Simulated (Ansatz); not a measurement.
Ansatz (an electronic-structure program) was given this input:
Ansatz 0.2 input:
```yaml
crystal:
  periodic: [false, false, false]
  atoms:
    - {symbol: Ge, position_ang: [-0.00024667, -0.00711576, 0.53700100]}
    - {symbol: Cl, position_ang: [1.14203502, 1.43906514, -0.48590803]}
    - {symbol: Cl, position_ang: [-1.14157070, -1.42567077, -0.52491738]}
basis:
  gaussian:
    orbitals: 6-311G__.json
hamiltonian:
  xc: cam_b3lyp
total_charge: 1
magnetization: {spin_polarized: true, initial_magnetization: 1}
```
The basis file holds 6-311G** in the JSON format of the Basis Set Exchange.

Question: What is the computed total energy (CAM-B3LYP/6-311G** (Ansatz))?

Answer: -2997.2429 Eh

Question: Predict the number of basis functions from CAM-B3LYP/6-311G**.

Answer: 98

Question: Give the <S^2> at the level CAM-B3LYP/6-311G**.

Answer: 0.758
